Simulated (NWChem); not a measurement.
# CH$_{5}$BFN; SMILES NB(C)F

```xyz
9

B      0.0289     0.0529     0.0008
F      1.2722     0.6023    -0.0018
C     -0.1081    -1.5191     0.0007
H      0.3703    -1.9428    -0.9080
H     -1.1537    -1.8829     0.0383
H      0.4395    -1.9518     0.8645
N     -1.0635     0.9403     0.0005
H     -2.0327     0.6291     0.0024
H     -0.9453     1.9538    -0.0025
```
Atoms are numbered in this order, from 1.

Level: PBE-D3(BJ)/def2-SVP (NWChem), optimised geometry, unscaled harmonic frequencies. 

**Question.** List the harmonic frequencies with IR intensities, and the thermochemistry.

**Answer.** 
```
frequency (cm⁻¹)  IR intensity (km/mol)
----------------  ---------------------
118                                 1.9
316                                 2.2
405                                 3.8
429                                59.5
451                               108.1
600                                13.6
752                                 3.6
820                                 6.3
864                                 5.1
866                                16.9
1215                               29.8
1329                              210.0
1343                              115.8
1387                                3.0
1410                               10.8
1545                              208.6
2974                                2.0
3053                                6.2
3076                               15.8
3527                               32.1
3639                               27.6
```

```yaml
zero_point_energy: 43.0 kcal/mol
thermal correction to the enthalpy at 298.15 K (with zero-point energy): 46.9 kcal/mol
heat capacity Cv: 18.0 cal/(mol K)
entropy at 298.15 K and 1 atm (symmetry number 1): 71.0 cal/(mol K)
dipole_moment: 2.26 D
```

Rigid rotor and harmonic oscillator.
